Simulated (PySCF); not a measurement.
Species: C4H9ClOSi.
Numbering: `[Cl:1][C@H:2]1[CH2:3][O:4][CH2:5][CH2:6][SiH2:7]1` (hydrogens: H8 on C2; H9, H10 on C3; H11, H12 on C5; H13, H14 on C6; H15, H16 on Si7)

Geometry (PBE0-D3(BJ)/def2-SVP, Å), atoms numbered from 1 in this order:
```xyz
16
C4H9ClOSi angstrom
Cl    -2.9948   -0.2136    0.9426
C     -1.5142    0.1409   -0.0078
C     -0.6909    1.2215    0.6996
O      0.4642    1.5431   -0.0221
C      1.4933    0.5857    0.0315
C      1.1970   -0.6655   -0.7978
Si    -0.4505   -1.4108   -0.2516
H     -1.8477    0.5320   -0.9817
H     -0.4428    0.8802    1.7257
H     -1.2860    2.1432    0.7936
H      2.3947    1.0941   -0.3443
H      1.6928    0.3052    1.0866
H      2.0198   -1.3929   -0.7023
H      1.1325   -0.3884   -1.8636
H     -0.3065   -2.0926    1.0703
H     -1.0450   -2.3491   -1.2480
```

The closed-shell ground state was solved at several levels (PySCF, density fitting, gas phase, non-relativistic).

```csv
level,basis functions,HOMO (eV),LUMO (eV),gap (eV),dipole (D)
wB97X-D/def2-SVPD,226,-9.56,1.84,11.40,2.26
PBE0/pcSseg-1,178,-7.64,0.42,8.06,2.23
```

Question: Estimate the row for wB97X-D/pcSseg-1, a basis of 178 functions; the other rows only guide the guess.

Answer: HOMO -9.54 eV, LUMO 2.22 eV, gap 11.76 eV, dipole 2.28 D.

Question: Over all these levels, which gives the widest orbital gap and which the narrowest?

Answer: wB97X-D/pcSseg-1 (range-separated hybrid) has the widest, 11.76 eV, and PBE0/pcSseg-1 (global hybrid, 25 % exact exchange) the narrowest, 8.06 eV. The two share the basis. From the narrowest to the widest the HOMO moves by -1.90 eV and the LUMO by +1.80 eV.

Question: How far do the dipole and the HOMO energy spread over the levels?

Answer: The dipole runs from 2.23 to 2.28 D (mean 2.26 D) and the HOMO from -9.56 to -7.64 eV.

One conformer stands for the species.
